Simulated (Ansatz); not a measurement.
Cost and result for the atomization energy of C2H6FNSi2 (12 atoms, 12 bonds).

Cartesian coordinates in Å:
```
C 1.496 -0.378 -1.067
Si 0.534 0.974 -0.219
C -0.729 0.162 0.898
N -2.003 0.244 0.952
Si -1.473 -1.116 2.176
F -1.557 -2.399 1.157
H 2.268 0.047 -1.712
H 0.836 -0.995 -1.680
H 1.977 -1.022 -0.328
H -0.148 1.869 -1.199
H -2.593 0.818 0.350
H 1.394 1.796 0.672
```

The species carries charge 0 and has multiplicity 1. The bonds changed during the relaxation, so this is another structure than the one it started from. Geometry: relaxed with PBE0-D4/def2-TZVP. It is one conformer, not always the lowest. Program: Ansatz. All runs use 4 threads of an Arm Neoverse V2 on a shared host. Times are those of one run each, without the atoms' runs, and a repeat can differ threefold. Electronic energies, without spin–orbit coupling; frozen cores. CCSD(T)/CBS adds CCSD(T) − MP2 in def2-TZVPP to the MP2 limit, and its time is that of the two runs behind it. T1 = 0.015. B3LYP takes the VWN-RPA correlation (the form of Gaussian; ORCA's B3LYP/G). HSE06 is the plane-wave form, built on full-range PBE exchange.

CCSD(T)/CBS is a level of theory with its own doubt, some kJ/mol a heavy atom from the limit and from the frozen cores, so smaller differences don't rank the functionals.

```csv
level,functions,wall time
BLYP-D4/def2-TZVPP,292,2.8 s
PBE0-D4/def2-TZVPP,292,4.1 s
HSE06-D4/def2-TZVPP,292,4.3 s
CAM-B3LYP-D4/def2-TZVPP,292,4.8 s
r2SCAN-D4/def2-TZVPP (with forces),292,6 s
B3LYP-D4/def2-TZVPP (with forces),292,6.5 s
r2SCANh-D4/def2-TZVPP,292,6.5 s
PBE-QIDH/def2-TZVPP,292,8 s
CCSD(T)/def2-SVP,122,9.5 s
ωB97X-V/def2-TZVPP,292,11 s
MP2/def2-QZVPP,548,34 s
CCSD(T)/def2-TZVPP,292,5.8 min
CCSD(T)/CBS(def2),–,6.3 min
```

(1) What atomization energy does each give, and how far from CCSD(T)/CBS? (Estimate.)

Answers

(1) Ansatz gave: 
| level | atomization (kcal/mol) | difference from CCSD(T)/CBS | per bond |
| --- | --- | --- | --- |
| BLYP-D4/def2-TZVPP | 1073.6 | 4.0 | 0.3 |
| PBE0-D4/def2-TZVPP | 1070.1 | 0.5 | 0.0 |
| HSE06-D4/def2-TZVPP | 1070.9 | 1.3 | 0.1 |
| CAM-B3LYP-D4/def2-TZVPP | 1075.4 | 5.8 | 0.5 |
| r2SCAN-D4/def2-TZVPP (with forces) | 1070.1 | 0.5 | 0.0 |
| B3LYP-D4/def2-TZVPP (with forces) | 1071.5 | 1.9 | 0.2 |
| r2SCANh-D4/def2-TZVPP | 1062.0 | -7.6 | -0.6 |
| PBE-QIDH/def2-TZVPP | 1059.1 | -10.5 | -0.9 |
| CCSD(T)/def2-SVP | 996.7 | -72.9 | -6.1 |
| ωB97X-V/def2-TZVPP | 1075.8 | 6.2 | 0.5 |
| MP2/def2-QZVPP | 1075.5 | 5.9 | 0.5 |
| CCSD(T)/def2-TZVPP | 1037.4 | -32.2 | -2.7 |
| CCSD(T)/CBS(def2) | 1069.6 | 0.0 | 0.0 |

From PBE to PBE0 (25 % exact exchange), in def2-TZVPP and without D4, the atomization energy moves by −22.3 kcal/mol: exact exchange takes away binding that semilocal exchange gives to molecules. Leaving LDA and LC-ωPBE aside and taking each functional with its dispersion term where it has one, the values, not all of them listed here, spread over 56.2 kcal/mol, from BHLYP-D4 to PBE-D4. LDA lies +140.0 kcal/mol from PBE without D4, its usual overbinding. At CCSD(T), def2-SVP lies −72.9 kcal/mol from the extrapolated value and def2-TZVPP −32.2 kcal/mol: correlation converges slowly with the basis, and small sets miss more of it in the bonded molecule than in its fragments.
